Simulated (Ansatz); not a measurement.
HISi (SMILES [SiH]I) moved off its minimum; all values from Ansatz (a program for electronic structure), cores frozen in correlated methods. Elements past Kr take the def2 small-core potentials, without spin–orbit coupling.
(charge 0, multiplicity 1)
```xyz
3

Si    -1.1067    -0.9526     1.3241
H     -2.0805    -1.3646     0.1648
I      0.3165     0.2746    -0.3587
```

**Question.** Give the forces (eV/Å), the total energy and the dipole at CCSD(T)/def2-TZVPPD.

**Answer.** 
| atom | Fx | Fy | Fz |
|---|---|---|---|
| Si1 | -0.204 | 0.059 | -1.028 |
| H2 | 0.331 | 0.087 | 0.681 |
| I3 | -0.127 | -0.146 | 0.347 |
Energy -586.4528 hartree, dipole 1.15 D.

Doubts at one or more of the structures used: a restricted determinant that unrestricted orbitals would lower (CCSD(T)/def2-TZVPPD).
